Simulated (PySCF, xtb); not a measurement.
CH4BClO, SMILES COBCl. One conformer was computed; it need not be the lowest.

Harmonic wavenumbers (cm⁻¹) from GFN2-xTB run with xtb 6.7.1 at its own minimum, in rising order: 125, 179, 225, 370, 755, 765, 980, 1058, 1127, 1139, 1307, 1409, 1462, 1466, 2539, 2963, 2977, 2986.

Q: What does PBE0-D3(BJ)/def2-SVP run with PySCF give at its own minimum? (An estimate is asked for; the answer gives what the named calculation found.)

A: 131, 167, 248, 392, 846, 869, 1033, 1132, 1187, 1195, 1410, 1469, 1475, 1506, 2639, 3050, 3153, 3161. Paired by order, the mean absolute difference is 70 cm⁻¹ and the zero-point energies are 34.1 and 35.8 kcal/mol.
